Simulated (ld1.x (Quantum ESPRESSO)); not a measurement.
## Reading a pseudo-wave (C (Z = 6))

Columns: radius, all-electron u(r) and pseudo u(r) of the 2s shell (level -13.74 eV) of carbon in the configuration [He] 2s2 2p2; PBE, non-relativistic, ultrasoft scheme, ld1.x (Quantum ESPRESSO) 7.5.

```tsv
r (bohr)	all-electron	pseudo
0.143	0.3499	-0.1635
0.285	0.1812	-0.3181
0.428	-0.1029	-0.4591
0.570	-0.3631	-0.5793
0.713	-0.5647	-0.6769
0.855	-0.7014	-0.7488
0.998	-0.7820	-0.7960
1.140	-0.8166	-0.8185
1.283	-0.8174	-0.8174
1.425	-0.7945	-0.7945
1.568	-0.7557	-0.7557
1.710	-0.7077	-0.7077
1.853	-0.6543	-0.6543
1.995	-0.5994	-0.5994
2.138	-0.5446	-0.5446
2.280	-0.4921	-0.4921
2.423	-0.4421	-0.4421
2.565	-0.3958	-0.3958
2.708	-0.3529	-0.3529
2.850	-0.3140	-0.3140
2.992	-0.2787	-0.2787
3.135	-0.2466	-0.2466
3.278	-0.2179	-0.2179
3.420	-0.1924	-0.1924
3.563	-0.1695	-0.1695
3.705	-0.1493	-0.1493
```

Question: How many radial nodes do the two functions have?

Answer: The all-electron 2s function has n − l − 1 = 1; the pseudo-wave has 0, since the states of the same l below it are removed with the core.

Question: At about which radius was the pseudo-wave matched?

Answer: 1.30 bohr, where the columns begin to agree (steps of 0.14 bohr).

Question: Is the pseudo-wave norm-conserving?

Answer: No, it belongs to an ultrasoft set: the norm inside the radius is not constrained, and the difference is carried by the augmentation charge.
